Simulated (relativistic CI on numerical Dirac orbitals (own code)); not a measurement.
Calculated at this level of theory: Dirac-Coulomb-Breit CI, separate exchange-only KLI orbitals for each configuration, QED by a radiative potential, unscaled Slater integrals (own radial code, finite nucleus).

The strongest absorption lines from the ground level of an ion, among the configurations computed and to levels below about 10500 eV (vacuum wavelength in nm, gf): 0.11826 (0.047), 0.11869 (0.027), 0.13142 (0.11), 0.13245 (0.065), 0.17302 (0.42), 0.17736 (0.27), 1.6989 (0.18), 8.8843 (0.015).

Which ion is it?
A. Nd LX
B. Sn XLVIII
C. Yb LXVIII
D. Nd LVIII

D. Nd LVIII has 3 electrons and the ground level 2s ²S1/2; the strongest line goes to 3p ²P°3/2. The pattern of lines fixes the number of electrons, and along that sequence the line energies rise steadily with the charge (about as its square where n changes within one kind of shell, about linearly where n is kept but much faster in heavy ions where fine structure, which grows about as Z⁴, sets the gap, and irregularly where shells cross), which fixes Z. Configurations outside the model, such as inner-shell arrays, can give stronger lines. At this charge energies of transitions that change n are usually good to better than 1 %, and those within a shell (Δn = 0) to a few per cent.
